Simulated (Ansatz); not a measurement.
One change: `N#COC(F)[SiH3]` becomes `FC([SiH3])O[SiH3]`.

Ansatz, PBE0-D4/def2-TZVP geometries, multiplicity 1. Each molecule was computed in one conformer, which needn't be the lowest.

```
                                          property  `N#COC(F)[SiH3]`
             HOMO energy (ωB97M-V/def2-TZVPP) / eV            -11.32
               LUMO energy (B3LYP/def2-TZVPP) / eV             -0.48
  size of the dipole moment (B3LYP/def2-TZVPP) / D              4.71
             HOMO–LUMO gap (B3LYP/def2-TZVPP) / eV              8.26
size of the dipole moment (ωB97M-V/def2-TZVPP) / D              4.73
                HOMO energy (PBE0/def2-TZVPP) / eV             -9.00
```

Question: Give the same properties after the change, and the shifts. (Best estimate.)

Answer: The calculation gave: 
| property | `FC([SiH3])O[SiH3]` | shift |
| --- | --- | --- |
| HOMO energy (ωB97M-V/def2-TZVPP) / eV | -10.59 | 0.73 |
| LUMO energy (B3LYP/def2-TZVPP) / eV | -0.17 | 0.31 |
| size of the dipole moment (B3LYP/def2-TZVPP) / D | 1.23 | -3.48 |
| HOMO–LUMO gap (B3LYP/def2-TZVPP) / eV | 7.89 | -0.37 |
| size of the dipole moment (ωB97M-V/def2-TZVPP) / D | 1.22 | -3.51 |
| HOMO energy (PBE0/def2-TZVPP) / eV | -8.26 | 0.74 |

With PBE0 the HOMO rises by 0.74 eV and the LUMO rises by 0.28 eV, so the gap narrows by about 0.46 eV. PBE moves the HOMO by 0.76 eV and ωB97M-V by 0.73 eV. Dipoles are sizes alone; their direction can turn.

B3LYP here is the variant with VWN-RPA as its local correlation; programs differ in this.
